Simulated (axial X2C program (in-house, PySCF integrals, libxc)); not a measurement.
Nuclear properties of KTe⁻

Computed with an axial X2C code built on PySCF integrals: two-component X2C with atomic mean-field Coulomb and Gaunt terms, Gaussian nuclei, basis Te dyall-acv3z, K dyall-acv3z with contracted cores.

R = 3.060 Å (near the PBE0 minimum at charge -1 of the determinant lowest at the starting distance; the state shown can have its own minimum elsewhere).

Determinant lowest in the PBE0 search, Ω = 0 (closed shell), highest spinor 87% Te p, 7% K d, 6% K p:

```tsv
level	qzz Te (a.u.)	qzz K (a.u.)
PBE0	2.57	-0.09
TPSSh	2.47	-0.09
BHandHLYP	2.56	-0.10
```

Determinant 0.25 eV from it at PBE0 and this distance, Ω = 2 (⟨Sz⟩ = 1.00, ⟨Lz⟩ = 1.00 at PBE0), spin on the atoms Te 0.54, K 0.46:

| level | Eeff magnitude (GV/cm) | Ws magnitude Te (kHz) | A∥/gI Te (MHz) | qzz Te (a.u.) | A∥/gI K (MHz) | qzz K (a.u.) |
| --- | --- | --- | --- | --- | --- | --- |
| PBE0 | 0.762 | 0.192 | 354 | -4.93 | 53.8 | -0.46 |
| HF | 0.429 | 0.0923 | 289 | -5.44 | 38.6 | -0.51 |
| BP86 | 0.86 | 0.22 | 387 | -4.82 | 63.8 | -0.44 |
| TPSSh | 0.712 | 0.176 | 362 | -4.77 | 43.8 | -0.43 |
| BHandHLYP | 0.845 | 0.212 | 363 | -5.14 | 62.9 | -0.49 |

Eeff is the effective electric field on the electron electric dipole moment in this Ω state and Ws the scalar–pseudoscalar constant of the nucleus named (defined with the proton number Z and per Ω); A∥ (defined per Ω) follows by multiplying with gI = μI/(I μN); qzz is the electric field gradient, eQq0 = 234.96 MHz × Q/barn × qzz. The operators were transformed with the bare-nucleus X2C matrices; with these basis sets, hyperfine constants and field gradients can be off by tens of per cent, and where levels differ in sign neither size nor sign is settled.

(1) With Q(39K) = 0.0603 barn (Q from Pyykkö, Mol. Phys. 2018), turn the PBE0 values of the first state into constants in MHz.

Each state is one determinant with collinear spin, which with several unpaired electrons need not be a pure state. Unrestricted Hartree–Fock can overshoot spin polarisation at the nuclei. For an anion, determinants above electron detachment, or with a positive highest level, are held by the basis set. With several open shells hyperfine constants can be off by a factor of several. Where Eeff spreads by more than a factor of two the levels disagree and none is to be relied on. Open-shell Ω = 0 determinants with evenly filled partner blocks cannot be reached by this program, so the Ω shown need not be the lowest component. Left out as unconverged or as another state under the same occupation: BP86, HF in at least one table. States lie within half an eV, so the first need not be the ground state. Further determinants of the search, some of them spin-mixed, are not shown. PBE0 term energies can be off by some tenths of an eV.

Results:

(1) eQq0(39K) = 234.96 × (0.0603) × (-0.09) = -1.28 MHz.
